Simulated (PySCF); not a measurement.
Some computed properties have been withheld. Give your best values.

Compound: C6H5P3S.
Atom-mapped SMILES: `[CH:1]#[C:2][c:3]1[p:4][cH:5][p:6][c:7]([S:8][CH3:9])[p:10]1` (hydrogens: H11 on C1; H12 on C5; H13, H14, H15 on C9)

Conformer (atom-mapped SMILES and torsion angles): `[CH:1]#[C:2][c:3]1[p:4][cH:5][p:6][c:7]([S:8][CH3:9])[p:10]1`: P6–C7–S8–C9 0°.

```csv
property,level,value
point group,PBE0-D3(BJ)/def2-SVP,Cs
"rotational constants A, B, C",PBE0-D3(BJ)/def2-SVP,"1.422, 0.512, 0.377 GHz"
dipole moment,B3LYP/def2-SVPD,1.94 D
HOMO energy,B3LYP/def2-SVPD,?
LUMO energy,B3LYP/def2-SVPD,-2.89 eV
lowest singlet excitation,TDDFT B3LYP/def2-SVPD,"2.72 eV (456 nm, f = 0.016)"
strongest line among the 10 lowest singlet transitions,TDDFT B3LYP/def2-SVPD,?
lowest triplet excitation (Tamm–Dancoff),TDA B3LYP/def2-SVPD,2.11 eV
static isotropic polarisability,B3LYP/def2-SVPD,187.0 au
vertical ionisation energy,ΔSCF B3LYP/def2-SVPD,7.89 eV
vertical electron affinity,ΔSCF B3LYP/def2-SVPD,1.30 eV
electronic spatial extent ⟨r²⟩ about the centre of nuclear charge,B3LYP/def2-SVPD,2729 bohr²
13C chemical shifts (computed TMS as zero) by class,GIAO B3LYP/pcSseg-1,?
1H chemical shifts (computed TMS as zero) by class,GIAO B3LYP/pcSseg-1,"10.23 (H12), 4.91 (H11), 2.66 (H13/H14/H15) ppm"
"isotropic shieldings of nuclei other than C and H, by class",GIAO B3LYP/pcSseg-1,?
```

Electronic properties: PySCF, gas phase, density fitting. Isolated species at its PBE0-D3(BJ)/def2-SVP geometry (one conformer only).

**Question.** What is the strongest line among the 10 lowest singlet transitions?

**Answer.** S8 at 3.82 eV (325 nm, f = 0.413).

**Question.** Give the HOMO energy.

**Answer.** -6.23 eV.

**Question.** The 13C chemical shifts (computed TMS as zero) by class?

**Answer.** 226.9 (C7), 188.4 (C3), 187.7 (C5), 109.9 (C1), 89.5 (C2), 22.3 (C9) ppm.

**Question.** Give the isotropic shieldings of nuclei other than C and H, by class.

**Answer.** 9 (P10), 34 (P4), 93 (P6), 350 (S8) ppm.

1 of the 10 computed singlets lies in the visible range (750 to 380 nm, 1.65 to 3.26 eV), with an oscillator strength of 0.016. The rotational constants make it an asymmetric top with κ = (2B − A − C)/(A − C) = -0.74, nearer the prolate limit (−1). The principal polarisabilities are 96.0, 183.8 and 281.2 au; their mean is the isotropic value.
